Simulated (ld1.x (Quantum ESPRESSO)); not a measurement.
## Before and after: TM potential for Bi (Z = 83)

```
Element                 : bismuth
Generator               : ld1.x (Quantum ESPRESSO) 7.5
Type                    : norm-conserving Troullier–Martins (Kleinman–Bylander form)
Functional              : LDA (PZ)
Relativity              : scalar-relativistic
Frozen core             : [Xe] 4f14
Valence charge          : 15
Reference configuration : 5d10 6s2 6p3
Partial waves           : 6s (bound): rc 1.60 bohr; 6p (bound): rc 1.95 bohr; 5d (bound): rc 1.40 bohr
Local potential         : all-electron potential smoothed inside 1.40 bohr (lloc = -1)
Core correction         : none
```

Change: all radii scaled by about 1.16 (s 1.86, p 2.26, d 1.62 bohr); local potential all-electron potential smoothed inside 1.62 bohr (lloc = -1).

Cutoffs: the cutoffs (Ry, on a coarse ladder) from which the occupation-weighted sum of valence levels, in a spherical-Bessel basis at the reference potential, stays within 10 and 1 mRy of its value at 400 Ry; they do not see the model core or the augmentation charge, which bear on the density cutoff. Errors are all-electron minus pseudo energies relative to the spin-unpolarised reference configuration.

Q: How do hardness, ghosts and transferability respond?

A: The potential gets neither clearly harder nor softer (60 Ry and 100 Ry → 60 Ry and 90 Ry); both files keep a bound ghost (p, s); the number of tests that count goes from 9 to 3; of the 3 tests that both files solve, the error grows in 3 and shrinks in 0 by more than 15 % and 0.3 meV (median size 11.5 → 13.8 meV). More of the atom is replaced by a form fitted at one configuration, so other configurations suffer.

| quantity | base | changed |
| --- | --- | --- |
| cutoff, loose | 60 Ry | 60 Ry |
| cutoff, tight | 100 Ry | 90 Ry |
| loose cutoff by channel (10 mRy a level) | s 30 Ry, p 25 Ry, d 50 Ry | s 21 Ry, p 6 Ry, d 50 Ry |
| bound ghosts | s, p | s, p |
| tests counted (converged, no solver errors) | 9 of 9 | 3 of 9 |
| error for 5d10 6s2 6p0, meV [ΔE 47.43 eV] | -12 | -16 |
| error for 5d10 6s2 6p3 (spin-polarised), meV [ΔE -1.02 eV] | +12 | +14 |
| error for 5d10 6s2 6p2 (spin-polarised), meV [ΔE 7.60 eV] | +4.3 | +5.0 |

Changed file: Tests not counted: 5d10 6s2 6p2 (solver errors, printed error -15.9 eV); 5d10 6s2 6p1 (solver errors, printed error -2.2 eV); 5d10 6s1 6p4 (solver errors, printed error -1777 eV); 5d9 6s2 6p3 (solver errors, printed error -1815 eV); 5d10 6s0 6p5 (solver errors, printed error -1475 eV); 5d9 6s2 6p4 (solver errors, printed error -1468 eV). These tests converged, but a pseudo level misses the all-electron one widely, so the file describes the atom poorly there or has found another state: 5d10 6s2 6p0: empty 6p by 3.5 eV. A true bound ghost makes a file unfit for plane-wave use even where its test errors are small: the radial tests pick states by their node count and pass the ghost by. Where a test does run into it, the solver fails or the error is huge.
